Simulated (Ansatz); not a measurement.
`C[Si](O)(O)O` + `[OH][Al]([F])[Cl]` → `O[Si](O)(O)[O][Al]([F])[Cl]` + CH₄  (ligand exchange at the Si–C bond)

Calculated with Ansatz (gas phase, PBE0-D4/def2-TZVP geometries, no zero-point term in ΔE). CCSD(T)/CBS is the MP2 limit (def2-TZVPP, def2-QZVPP) plus CCSD(T) − MP2 in def2-TZVPP, frozen cores. This one scheme is used for every species. DFT in def2-TZVPP. One conformer a species, not always the lowest.

```tsv
level	ΔE (kcal/mol)
r2SCAN0-D4	-34.2
revPBE	-28.9
BHLYP	-35.5
RPA@PBE/def2-TZVPP	-33.3
```

(1) What does CCSD(T)/CBS give? (Estimate.)

Largest T1 diagnostic among the species: 0.011.

Results:

(1) Ansatz gave: -33.4 kcal/mol. The listed levels differ from it by -0.8, 4.5, -2.1, 0.1 kcal/mol.

From r2SCAN to r2SCAN0 (25 % exact exchange), in def2-TZVPP and without D4, ΔE moves by −0.8 kcal/mol. At CCSD(T), def2-SVP lies −1.5 kcal/mol from the extrapolated value and def2-TZVPP −0.3 kcal/mol. Leaving LDA and LC-ωPBE aside and taking each functional with its dispersion term where it has one, the values, not all of them listed here, spread over 6.9 kcal/mol, from BHLYP-D4 to revPBE-D4.
